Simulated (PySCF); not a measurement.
H$_{4}$AsSi (SMILES [SiH3][AsH]), doublet, geometry from GFN2-xTB; B97M-V/6-31G* (PySCF).

Here is a job for PySCF.
```python
from pyscf import gto, scf, dft

mol = gto.M(
    atom='''
Si   -1.40329534   -0.53462063    0.03897477
As    0.72861432    0.32423351   -0.02335434
H    -1.67313328   -1.31833068    1.25215617
H    -2.36838393    0.56910308    0.00592110
H    -1.70511391   -1.41474898   -1.09857261
H     1.34849332   -1.05104054    0.06554169
''',
    basis='6-31g*',
    spin=1,
    verbose=4,
)

mf = dft.UKS(mol)
mf.xc = 'b97m_v'
mf.kernel()
```

Output, abridged:

```
PySCF version 2.14.0

[INPUT] verbose = 4
[INPUT] num. atoms = 6
[INPUT] num. electrons = 51
[INPUT] charge = 0
[INPUT] spin (= nelec alpha-beta = 2S) = 1
[INPUT] symmetry False subgroup None
[INPUT] Mole.unit = angstrom
[INPUT] Symbol           X                Y                Z      unit          X                Y                Z       unit  Magmom
[INPUT]  1 Si    -1.403295340000  -0.534620630000   0.038974770000 AA   -2.651843864478  -1.010286571242   0.073651641068 Bohr   0.0
[INPUT]  2 As     0.728614320000   0.324233510000  -0.023354340000 AA    1.376881515236   0.612712534306  -0.044133306420 Bohr   0.0
[INPUT]  3 H     -1.673133280000  -1.318330680000   1.252156170000 AA   -3.161763669095  -2.491283926812   2.366232226484 Bohr   0.0
[INPUT]  4 H     -2.368383930000   0.569103080000   0.005921100000 AA   -4.475596985521   1.075448957846   0.011189257356 Bohr   0.0
[INPUT]  5 H     -1.705113910000  -1.414748980000  -1.098572610000 AA   -3.222198301086  -2.673488107208  -2.076001360849 Bohr   0.0
[INPUT]  6 H      1.348493320000  -1.051040540000   0.065541690000 AA    2.548283055605  -1.986178766415   0.123855843841 Bohr   0.0

nuclear repulsion = 153.404945388132
number of shells = 28
number of NR pGTOs = 162
number of NR cGTOs = 58
basis = 6-31g*
ecp = {}

******** <class 'pyscf.dft.uks.UKS'> ********
method = UKS
initial guess = minao
damping factor = 0
level_shift factor = 0
DIIS = <class 'pyscf.scf.diis.CDIIS'>
diis_start_cycle = 1
diis_space = 8
diis_damp = 0
SCF conv_tol = 1e-09
SCF conv_tol_grad = None
SCF max_cycles = 50
direct_scf = True
direct_scf_tol = 1e-13
number electrons alpha = 26  beta = 25
XC library pyscf.dft.libxc version 7.1.2
    S. Lehtola, C. Steigemann, M. J. T. Oliveira, and M. A. L. Marques,  SoftwareX 7, 1–5 (2018)
XC functionals = b97m_v
    N. Mardirossian and M. Head-Gordon,  J. Chem. Phys. 142, 074111 (2015)
radial grids:
    Treutler-Ahlrichs [JCP 102, 346 (1995); DOI:10.1063/1.469408] (M4) radial grids

becke partition: Becke, JCP 88, 2547 (1988); DOI:10.1063/1.454033
pruning grids: <function nwchem_prune>
grids dens level: 3
symmetrized grids: False
atomic radii adjust function: <function treutler_atomic_radii_adjust>
** Following is NLC and NLC Grids **
NLC functional = b97m_v
radial grids:
    Treutler-Ahlrichs [JCP 102, 346 (1995); DOI:10.1063/1.469408] (M4) radial grids

becke partition: Becke, JCP 88, 2547 (1988); DOI:10.1063/1.454033
pruning grids: <function nwchem_prune>
grids dens level: 3
symmetrized grids: False
atomic radii adjust function: <function treutler_atomic_radii_adjust>
small_rho_cutoff = 0
Set gradient conv threshold to 3.16228e-05
tot grids = 78840
tot grids = 78840
init E= -2526.09431020984

cycle= 1 E= -2526.92976487057  delta_E= -0.835  |g|= 0.116  |ddm|= 1.61
cycle= 2 E= -2526.93468140451  delta_E= -0.00492  |g|= 0.0773  |ddm|= 0.196
cycle= 3 E= -2526.93571571583  delta_E= -0.00103  |g|= 0.0143  |ddm|= 0.0451
cycle= 4 E= -2526.93578073535  delta_E= -6.5e-05  |g|= 0.00429  |ddm|= 0.0273
cycle= 5 E= -2526.9357920736  delta_E= -1.13e-05  |g|= 0.00132  |ddm|= 0.0108
cycle= 6 E= -2526.9357938115  delta_E= -1.74e-06  |g|= 0.000387  |ddm|= 0.00359
cycle= 7 E= -2526.93579397211  delta_E= -1.61e-07  |g|= 9.56e-05  |ddm|= 0.000842
cycle= 8 E= -2526.93579398328  delta_E= -1.12e-08  |g|= 4.15e-05  |ddm|= 0.000274
cycle= 9 E= -2526.93579398526  delta_E= -1.98e-09  |g|= 1.42e-05  |ddm|= 0.000112
cycle= 10 E= -2526.93579398548  delta_E= -2.22e-10  |g|= 4.85e-06  |ddm|= 3.43e-05
Extra cycle  E= -2526.93579398549  delta_E= -3.64e-12  |g|= 4.79e-06  |ddm|= 1.68e-05
converged SCF energy = -2526.93579398549  <S^2> = 0.7539564  2S+1 = 2.0039525
```
